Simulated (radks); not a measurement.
Lu54+, 17 electrons, occupied as [Ne] 3s2 3p5. All-electron calculation, scalar-relativistic Kohn-Sham, LDA (Slater exchange, VWN5 correlation), spin-polarised, spherical densities, finite nucleus; open shells are filled with parallel spins first (spin-orbit coupling, left out, can overturn this in heavy ions); Fermi nuclear charge, rms radius 5.37 fm. Program: a radial shooting solver on a logarithmic mesh with Libxc functionals. Some entries of the table are withheld. Estimate them.

| orbital | occ. | eigenvalue (eV) | <r> (bohr) | <1/r> (bohr^-1) |
|---|---|---|---|---|
| 1s up | 1 | -67089.35 | 0.01933 | 82.12 |
| 1s down | 1 | -67085.62 | 0.01933 | 82.13 |
| 2s up | 1 | (1) | (2) | (3) |
| 2s down | 1 | (4) | (5) | (6) |
| 2p up | 3 | -13290.73 | 0.07210 | 17.70 |
| 2p down | 3 | -13286.93 | 0.07210 | 17.70 |
| 3s up | 1 | -5702.018 | 0.1975 | 7.761 |
| 3s down | 1 | -5693.715 | 0.1975 | 7.758 |
| 3p up | 3 | -5325.217 | 0.1937 | 7.269 |
| 3p down | 2 | -5316.831 | 0.1937 | 7.267 |

Answer. 
(1) 2s up eigenvalue (eV): -14552.50
(2) 2s up <r> (bohr): 0.08112
(3) 2s up <1/r> (bohr^-1): 19.35
(4) 2s down eigenvalue (eV): -14549.43
(5) 2s down <r> (bohr): 0.08111
(6) 2s down <1/r> (bohr^-1): 19.36
